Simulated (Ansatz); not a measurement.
`CN(C)c1ccc(-c2ccc(-c3ccc(-c4ccc(C#N)cc4)cc3)cc2)cc1`. The state is a singlet with charge 0. Geometry r2SCAN-D4/def2-SVP.

Cartesian coordinates in Å:
```
C 4.987 0.148 7.164
N 3.583 -0.176 7.062
C 2.840 -0.574 8.237
C 2.958 -0.143 5.835
C 1.580 -0.448 5.698
C 0.959 -0.414 4.455
C 1.656 -0.073 3.279
C 0.987 -0.038 1.965
C 1.386 0.869 0.962
C 0.756 0.901 -0.279
C -0.304 0.025 -0.582
C -0.971 0.056 -1.899
C -1.142 1.264 -2.604
C -1.772 1.294 -3.844
C -2.256 0.115 -4.444
C -2.920 0.145 -5.762
C -2.774 -0.922 -6.673
C -3.396 -0.900 -7.917
C -4.192 0.203 -8.288
C -4.835 0.232 -9.564
N -5.361 0.255 -10.604
C -4.348 1.276 -7.388
C -3.719 1.241 -6.148
C -2.082 -1.094 -3.743
C -1.459 -1.122 -2.499
C -0.705 -0.882 0.418
C -0.076 -0.912 1.660
C 3.024 0.232 3.421
C 3.665 0.197 4.654
H 5.296 0.102 8.216
H 5.623 -0.556 6.592
H 5.203 1.168 6.794
H 3.508 -0.567 9.107
H 2.000 0.114 8.450
H 2.421 -1.593 8.137
H 0.980 -0.701 6.574
H -0.112 -0.629 4.401
H 2.195 1.575 1.168
H 1.105 1.607 -1.038
H -0.790 2.200 -2.159
H -1.873 2.248 -4.370
H -2.136 -1.770 -6.411
H -3.264 -1.729 -8.616
H -4.973 2.128 -7.668
H -3.872 2.068 -5.449
H -2.463 -2.026 -4.171
H -1.328 -2.080 -1.987
H -1.538 -1.565 0.224
H -0.402 -1.642 2.405
H 3.615 0.472 2.532
H 4.732 0.422 4.694
```

Single mean-field runs in def2-SVP, def2-TZVP are fitted with def2-universal-jkfit.

Estimate the orbital energies around the gap (eV) in Ansatz with PBE-D4/def2-SVP, PBE-D4/def2-TZVP, r2SCAN-D4/def2-TZVP, PBE0-D4/def2-SVP, PBE0-D4/def2-TZVP.


| orbital | PBE-D4/def2-SVP | PBE-D4/def2-TZVP | r2SCAN-D4/def2-TZVP | PBE0-D4/def2-SVP | PBE0-D4/def2-TZVP |
| --- | --- | --- | --- | --- | --- |
| HOMO−5 | -6.49 | -6.56 | -6.76 | -7.57 | -7.59 |
| HOMO−4 | -6.30 | -6.37 | -6.57 | -7.37 | -7.40 |
| HOMO−3 | -6.27 | -6.34 | -6.54 | -7.34 | -7.36 |
| HOMO−2 | -6.17 | -6.26 | -6.46 | -7.24 | -7.28 |
| HOMO−1 | -5.56 | -5.64 | -5.79 | -6.51 | -6.53 |
| HOMO | -4.54 | -4.63 | -4.75 | -5.42 | -5.46 |
| LUMO | -2.55 | -2.66 | -2.58 | -1.89 | -1.96 |
| LUMO+1 | -1.67 | -1.79 | -1.66 | -0.91 | -0.99 |
| LUMO+2 | -1.61 | -1.76 | -1.61 | -0.76 | -0.89 |
| LUMO+3 | -1.33 | -1.47 | -1.31 | -0.47 | -0.59 |
| LUMO+4 | -1.13 | -1.28 | -1.12 | -0.26 | -0.39 |
| LUMO+5 | -0.93 | -1.07 | -0.90 | -0.04 | -0.15 |
